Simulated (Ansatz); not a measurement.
Gas-phase electronic energies from Ansatz, PBE0-D4/def2-TZVP geometries. CBS: MP2 limit from def2 TZ/QZ plus the TZ coupled-cluster correction, frozen cores. DFT in def2-TZVPP. For Ga outer-core shells are correlated without core-valence functions, which leaves a few kJ/mol of doubt a bond. Scalar relativity is left out up to krypton. Each species was taken in one conformer, which may not be the lowest.

Consider the redistribution: `[NH2][Ga]([F])[SiH2]F` + `NC1(F)BN1` → `[NH2][Ga]([F])[C]1(F)BN1` + `N[SiH2]F`.

`[NH2][Ga]([F])[SiH2]F`:

Z-matrix (Å, degrees):
```
Si
F 1 1.608
Ga 1 2.397 2 108.8
H 1 1.485 2 107.9 3 -121.1
H 1 1.485 2 107.9 3 121.2
F 3 1.766 1 117.3 2 -179.9
N 3 1.802 1 130.8 2 0.2
H 7 1.005 3 124.4 1 -0.1
H 7 1.006 3 122.8 1 179.8
```

`NC1(F)BN1`:

```xyz
9

N     0.240    1.196   -0.666
C     0.302    0.012    0.089
F     1.622   -0.447    0.219
B    -0.765   -0.536    1.065
N    -0.606   -1.046   -0.179
H     0.792    1.124   -1.515
H     0.589    1.979   -0.130
H    -1.372   -0.629    2.075
H    -0.802   -1.653   -0.957
```

`[NH2][Ga]([F])[C]1(F)BN1`:

Cartesian coordinates in Å:
```
N -0.851 -0.138 2.458
Ga -0.734 -0.278 0.670
F -2.208 -0.879 -0.091
C 0.697 0.209 -0.561
F 1.899 0.412 0.139
B 0.583 0.899 -1.957
N 0.879 -0.409 -1.833
H -0.089 0.146 3.047
H -1.666 -0.418 2.974
H 0.424 1.802 -2.701
H 1.066 -1.346 -2.146
```

`N[SiH2]F`:

```xyz
7

N    -0.391   -0.955    0.181
Si    0.137    0.620   -0.160
F     1.645    0.932    0.290
H    -0.117   -1.742   -0.383
H    -0.666   -1.236    1.107
H    -0.713    1.568    0.592
H     0.105    0.814   -1.626
```

Task: Is it downhill or uphill in electronic energy at CCSD(T)/CBS, and by how much? (An estimate is asked.)

Result: Ansatz gave: Downhill: ΔE = -87.6 kJ/mol.

Task: What do these levels give: PBE-D4, PBE0-D4, PBE-QIDH, r2SCAN, PBE0, HF/CBS(def2)? (Best estimate.)

Result: The calculation gave: PBE-D4 -64.5, PBE0-D4 -68.2, PBE-QIDH -79.6, r2SCAN -76.7, PBE0 -67.0, HF/CBS(def2) -82.4 kJ/mol.

Largest T1 diagnostic among the species: 0.014.

In def2-TZVPP, CCSD(T) changes the Hartree–Fock value by −3.7 kJ/mol (the triples alone add −0.2 kJ/mol) and MP2 by −14.2 kJ/mol. From PBE to PBE0 (25 % exact exchange), in def2-TZVPP and without D4, ΔE moves by −3.9 kJ/mol. At CCSD(T), def2-SVP lies +24.9 kJ/mol from the extrapolated value and def2-TZVPP +2.8 kJ/mol.
